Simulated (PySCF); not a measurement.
KI, SMILES [I][K]. Heavy atoms are numbered as in [K:1][I:2].

The structure is a stationary point at PBE0-D3(BJ)/def2-TZVPD. The def2 effective core potentials stand for the cores of I; spin–orbit coupling is left out.

All values below come from PySCF with PBE/def2-TZVPD.

Mulliken values depend strongly on the basis, most of all with diffuse functions as here. ESP charges are fitted to the potential on shells at 1.4 to 2.0 van der Waals radii. Atomic charges (e), one atom of each kind:

| atom | ESP fit | Mulliken |
|---|---|---|
| K1 | ___ | 0.74 |
| I2 | ___ | -0.74 |

**Question.** What belongs in the gaps? (The exact figures need the calculation; the answer reports its results.)

**Answer.** 
- K1, ESP fit: 0.70
- I2, ESP fit: -0.70
